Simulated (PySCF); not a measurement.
Electron correlation in Zn⁺ (zinc, charge +1)

[Ar] 3d10 4s1, 2S determinant. All numbers are calculated (PySCF 2.14, scalar relativity by spin-free X2C-1e, in aug-cc-pVDZ-DK (7s6p4d2f, 59 functions)). Frozen: [Ar]; 11 electrons correlated.

MP2 pair energies summed by pair of shells (mhartree):

| pair | energy | share (%) |
| --- | --- | --- |
| 3d-3d | -389.95 | 93.3 |
| 3d-4s | -28.03 | 6.7 |

Total MP2 correlation energy: -417.98 mhartree.

Same-spin part -158.69 and opposite-spin part -259.30 mhartree; SCS-MP2 scales them by 1/3 and 6/5 to -364.05 mhartree.
